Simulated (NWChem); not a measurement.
The numbers come from NWChem runs, not from measurements. System: AlCl, charge 0, spin multiplicity 1, at a geometry optimised with PBE0/def2-SVP. The structure started from a generated list of species. Level: MP2/cc-pVDZ, 10 core orbitals frozen.

The NWChem input:

```
start mol
memory heap 200 mb stack 900 mb global 1100 mb
geometry units angstroms nocenter noautoz
  Al     0.000000     0.000000    -1.216591
  Cl     0.000000     0.000000     0.930334
  symmetry group C2v
end
basis spherical
  * library cc-pvdz
end
scf
  rhf
  nopen 0
  maxiter 100
  thresh 1e-7
  semidirect memsize 60000000 filesize 0
end
mp2
  freeze core 10
end
task mp2 energy
```

Output (cleaned and shortened):

```
             Northwest Computational Chemistry Package (NWChem) 7.3.0
             --------------------------------------------------------

                                NWChem Input Module
                                -------------------

 Scaling coordinates for geometry "geometry" by  1.889725989
 (inverse scale =  0.529177249)

 Turning off AUTOSYM since
 SYMMETRY directive was detected!

                             Geometry "geometry" -> ""
                             -------------------------

 Output coordinates in angstroms (scale by  1.889725989 to convert to a.u.)

  No.       Tag          Charge          X              Y              Z
 ---- ---------------- ---------- -------------- -------------- --------------
    1 Al                  13.0000     0.00000000     0.00000000    -1.21659100
    2 Cl                  17.0000     0.00000000     0.00000000     0.93033400

 Effective nuclear repulsion energy (a.u.)      54.4724068279

            Nuclear Dipole moment (a.u.)
            ----------------------------
        X                 Y               Z
 ---------------- ---------------- ----------------
     0.0000000000     0.0000000000    -0.0000094486

      Symmetry information
      --------------------

 Group name             C2v
 Group number             16
 Group order               4
 No. of unique centers     2

      Symmetry unique atoms

     1    2


 Summary of "ao basis" -> "" (spherical)
 ------------------------------------------------------------------------------
       Tag                 Description            Shells   Functions and Types
 ---------------- ------------------------------  ------  ---------------------
 *                          cc-pvdz                   on all atoms

 Summary of "ao basis" -> "ao basis" (spherical)
 ------------------------------------------------------------------------------
       Tag                 Description            Shells   Functions and Types
 ---------------- ------------------------------  ------  ---------------------
 Al                         cc-pvdz                  8       18   4s3p1d
 Cl                         cc-pvdz                  8       18   4s3p1d

                                 NWChem SCF Module
                                 -----------------

  ao basis        = "ao basis"
  functions       =    36
  atoms           =     2
  closed shells   =    15
  open shells     =     0
  charge          =   0.00
  wavefunction    = RHF
  use symmetry    = T
  symmetry adapt  = T

 Summary of "ao basis" -> "ao basis" (spherical)
 ------------------------------------------------------------------------------
       Tag                 Description            Shells   Functions and Types
 ---------------- ------------------------------  ------  ---------------------
 Al                         cc-pvdz                  8       18   4s3p1d
 Cl                         cc-pvdz                  8       18   4s3p1d

      Symmetry analysis of basis
      --------------------------

        a1         18
        a2          2
        b1          8
        b2          8

 Forming initial guess at       0.0s

      Superposition of Atomic Density Guess
      -------------------------------------

 Sum of atomic energies:        -701.34963955

      Non-variational initial energy
      ------------------------------

 Total energy =    -701.436913
 1-e energy   =   -1080.158333
 2-e energy   =     324.249013
 HOMO         =      -0.266364
 LUMO         =       0.011452
[...]
 Vector   15  Occ=2.000000D+00  E=-3.311732D-01  Symmetry=a1
              MO Center= -4.3D-15, -1.8D-15, -1.4D+00, r^2= 2.9D+00
   Bfn.  Coefficient  Atom+Function         Bfn.  Coefficient  Atom+Function
  ----- ------------  ---------------      ----- ------------  ---------------
     4      0.531064  1 Al s                  3      0.443204  1 Al s
    28      0.254910  2 Cl pz                31      0.240879  2 Cl pz
    10     -0.229372  1 Al pz

 Vector   16  Occ=0.000000D+00  E= 3.712680D-02  Symmetry=b1
              MO Center=  2.0D-15,  1.2D-29, -1.3D+00, r^2= 4.7D+00
   Bfn.  Coefficient  Atom+Function         Bfn.  Coefficient  Atom+Function
  ----- ------------  ---------------      ----- ------------  ---------------
    11      0.834500  1 Al px                 8      0.293094  1 Al px
    29     -0.258510  2 Cl px

 Vector   17  Occ=0.000000D+00  E= 3.712680D-02  Symmetry=b2
              MO Center=  7.1D-30, -1.9D-15, -1.3D+00, r^2= 4.7D+00
   Bfn.  Coefficient  Atom+Function         Bfn.  Coefficient  Atom+Function
  ----- ------------  ---------------      ----- ------------  ---------------
    12      0.834500  1 Al py                 9      0.293094  1 Al py
    30     -0.258510  2 Cl py

 Vector   18  Occ=0.000000D+00  E= 1.225062D-01  Symmetry=a1
              MO Center=  2.0D-16,  9.7D-16, -1.1D+00, r^2= 6.3D+00
   Bfn.  Coefficient  Atom+Function         Bfn.  Coefficient  Atom+Function
  ----- ------------  ---------------      ----- ------------  ---------------
    13      1.193225  1 Al pz                22     -0.805294  2 Cl s
     4      0.573822  1 Al s                 31      0.340654  2 Cl pz

 center of mass
 --------------
 x =   0.00000000 y =   0.00000000 z =  -0.00893118

 moments of inertia (a.u.)
 ------------------
         250.689103472663           0.000000000000           0.000000000000
           0.000000000000         250.689103472663           0.000000000000
           0.000000000000           0.000000000000           0.000000000000

  Mulliken analysis of the total density
  --------------------------------------

    Atom       Charge   Shell Charges
 -----------   ------   -------------------------------------------------------
    1 Al  13    12.63   2.00  2.01  1.00  0.87  6.00  0.42  0.20  0.14
    2 Cl  17    17.37   2.00  2.01  0.92  0.99  6.00  3.04  2.39  0.01

       Multipole analysis of the density wrt the origin
       ------------------------------------------------

     L   x y z        total         open         nuclear
     -   - - -        -----         ----         -------
     0   0 0 0     -0.000000      0.000000     30.000000

     1   1 0 0      0.000000      0.000000      0.000000
     1   0 1 0      0.000000      0.000000      0.000000
     1   0 0 1     -0.652887      0.000000     -0.000009

     2   2 0 0    -17.994736      0.000000      0.000000
     2   1 1 0     -0.000000      0.000000      0.000000
     2   1 0 1     -0.000000      0.000000      0.000000
     2   0 2 0    -17.994736      0.000000      0.000000
     2   0 1 1     -0.000000      0.000000      0.000000
     2   0 0 2    -21.666960      0.000000    121.255776

                   NWChem MP2 Semi-direct Energy/Gradient Module
                   ---------------------------------------------

  Basis functions       =     36
  Molecular orbitals    =     36
  Frozen core           =     10
  Frozen virtuals       =      0
  Active alpha occupied =      5
  Active beta occupied  =      5
  Active alpha virtual  =     21
  Active beta virtual   =     21
  Use MO symmetry       = T
  Use skeleton AO sym   = T

  AO/Fock/Back tols     =   1.0D-09  1.0D-09  1.0D-09

 GA uses MA = F    GA memory limited = T

 Available:
  local mem=  1.26D+08
 global mem=  1.44D+08
 local disk=  0.00D+00
  mp2_memr nvloc                    21
  nvloc new                    21
   1 passes of   5:        3145728                       5321                    240033.
   1 passes of   5: M    126154206           G      144176608           F     123008478.

 Semi-direct pass number   1 of   1  for RHF alpha+beta  at        0.6s
  vrange nnbf                   666
  mp2_eaftype                    10  avail_ma_in_mb                  1099
 EAF : mp2_eaftype filesize          10     120017.
  mp2_eaf for mointskh                     10
Node 0 wrote      0.6 Mb in      0.0 s     Agg I/O rate:  1902.9 Mb/s
 Done moints_semi at        1.6s
  mp2_eaftype                    10  avail_ma_in_mb                  1089
 EAF : mp2_eaftype filesize          10     120017.
  mp2_eaf for kh                    10
 Done maket at        1.6s
 Done multipass loop at        1.6s

          -------------------------------------------
          SCF energy                -701.485330081825
          Correlation energy          -0.178176408758
          Singlet pairs               -0.112677754618
          Triplet pairs               -0.065498654140
          Total MP2 energy          -701.663506490582
          -------------------------------------------

          ---------------------------------------------------
                    Spin Component Scaled (SCS) MP2
          Same spin pairs                     -0.043665769427
          Same spin scaling factor             0.333333333333
          Opposite spin pairs                 -0.134510639331
          Opposite spin scaling fact.          1.200000000000
          SCS-MP2 correlation energy          -0.175968023673
          Total SCS-MP2 energy              -701.661298105498
          ---------------------------------------------------

 -----------------------
 Performance information
 -----------------------

 Timer overhead =  9.61D-08 seconds/call

               Nr. of calls         CPU time (s)                 Wall time (s)                GFlops
             ---------------    -------------------     ------------------------------   -------------------
Name         Min   Avg   Max    Min     Avg     Max     Min     Avg     Max   Mx/calls   Min     Max     Sum
mp2: moin     1     1     1    1.0     1.0     1.0      1.0     1.0     1.0     1.0      0.0     0.0     0.0
mp2: make     1     1     1   2.53E-3 2.53E-3 2.53E-3  2.53E-3 2.53E-3 2.53E-3 2.53E-3   0.0     0.0     0.0
mp2: tota     1     1     1    1.0     1.0     1.0      1.0     1.0     1.0     1.0      0.0     0.0     0.0

 The average no. of pstat calls per process was 3.00D+00
 with a timing overhead of 2.88D-07s

 Task  times  cpu:        1.6s     wall:        1.6s

 Total times  cpu:        1.6s     wall:        1.6s
```
